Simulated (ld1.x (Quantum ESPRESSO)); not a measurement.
**Before and after: PAW potential for platinum (Pt)**

ld1.x (Quantum ESPRESSO) 7.5 input, shortened:

```
&input
   title='Pt', zed=78., rel=1, dft='PBE', iswitch=3,
   config='[Xe] 4f14 5d9 6s1 6p0'
 /
 &inputp
   pseudotype=3, lpaw=.true., tm=.true., lloc=-2, rcloc=2.05,
   nlcc=.true., new_core_ps=.true., rcore=1.75,
   which_augfun='PSQ', rmatch_augfun_nc=.true.
 /
6
6S  1  0   1.00   0.00  2.55  2.70  0.0
6S  1  0   0.00   0.30  2.55  2.70  0.0
6P  2  1   0.00   0.00  3.40  3.75  0.0
6P  2  1   0.00   0.65  3.40  3.75  0.0
5D  3  2   9.00   0.00  2.00  2.15  0.0
5D  3  2   0.00   0.05  2.00  2.15  0.0
 &test
   configts(1)='5d9 6s1 6p0'
 /
```

Change: local potential all-electron potential smoothed inside 3.05 bohr (lloc = -2).

Cutoffs: the cutoffs (Ry, on a coarse ladder) from which the occupation-weighted sum of valence levels, in a spherical-Bessel basis at the reference potential, stays within 10 and 1 mRy of its value at 400 Ry; they do not see the model core or the augmentation charge, which bear on the density cutoff. Errors are all-electron minus pseudo energies relative to the spin-unpolarised reference configuration.

Q: Predict the effect on cutoff, ghosts and configuration errors.

A: The potential gets neither clearly harder nor softer (25 Ry and 40 Ry → 25 Ry and 40 Ry); the errors of the 7 common tests hardly move; the range in which the d phases agree narrows (upper end at the end of the scan → 3.3); neither file shows a bound ghost.

| quantity | base | changed |
| --- | --- | --- |
| cutoff, loose | 25 Ry | 25 Ry |
| cutoff, tight | 40 Ry | 40 Ry |
| bound ghosts | none | none |
| error for 5d9 6s0 6p0, meV [ΔE 9.19 eV] | -6.1 | -5.8 |
| error for 5d8 6s0 6p0, meV [ΔE 29.16 eV] | -38 | -41 |
| error for 5d7 6s0 6p0, meV [ΔE 61.38 eV] | -216 | -240 |
| error for 5d9 6s0 6p1, meV [ΔE 5.05 eV] | -2.3 | -2.4 |
| error for 5d9 6s0.5 6p0, meV [ΔE 3.69 eV] | -2.2 | -2.1 |
| error for 5d8 6s1 6p0, meV [ΔE 11.17 eV] | -21 | -22 |
| error for 5d6 6s0 6p0, meV [ΔE 107.03 eV] | -672 | -752 |
| s: phases at 4.05 bohr within 0.05 rad from the reference energy up to (Ry; the scan ends near 5) | 3.4 | 4.1 |
| p: phases at 4.05 bohr within 0.05 rad from the reference energy up to (Ry; the scan ends near 5) | 1.7 | 1.8 |
| d: phases at 4.05 bohr within 0.05 rad from the reference energy up to (Ry; the scan ends near 5) | to the end of the scan | 3.3 |
| lowest overlap eigenvalue by channel | s 0.35, p 0.52, d 0.99 | s 0.36, p 0.63, d 1.00 |
